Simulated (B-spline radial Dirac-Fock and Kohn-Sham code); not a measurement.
Binding energies of Yb²⁰⁺ at several levels of theory

System: Yb²⁰⁺ in the configuration 1s2 2s2 2p6 3s2 3p6 3d10 4s2 4p6 4d10 4f4.

The density-functional columns are spherical, spin-unpolarised Dirac-Kohn-Sham results without Breit or QED terms: −ε is minus the orbital energy of the initial state and ΔSCF the difference of two total energies. The reference in the last column comes from Dirac-Fock (average of configuration) total-energy differences with a finite nucleus, the Breit interaction including its frequency dependence, and self-energy and vacuum-polarisation corrections. All numbers are from a radial B-spline solver, in eV; a selection of levels is shown. For the 1s level of heavy atoms much of the gap between ΔSCF and the reference is the Breit and QED part, -290.2 eV here; for other levels the error of the functional can be larger.

```tsv
level	LDA −ε	LDA ΔSCF	Dirac-Fock
1s	61647.5	62176.2	61899.0
2s	10899.6	11007.7	11068.4
2p1/2	10426.1	10560.4	10551.4
2p3/2	9380.6	9500.1	9516.9
3s	2888.8	2930.2	2980.8
3p1/2	2679.3	2722.8	2754.7
3p3/2	2457.0	2497.9	2531.4
3d3/2	2098.6	2145.1	2152.1
3d5/2	2050.1	2095.6	2104.6
4s	984.1	1006.3	1030.9
4p1/2	897.9	920.1	936.5
4p3/2	842.1	863.4	880.5
4d3/2	698.9	719.9	722.5
4d5/2	687.9	708.7	711.7
4f	508.6	529.4	526.8
```

Values without a named source are computed, but for edge energies of neutral atoms, which are taken from tables.
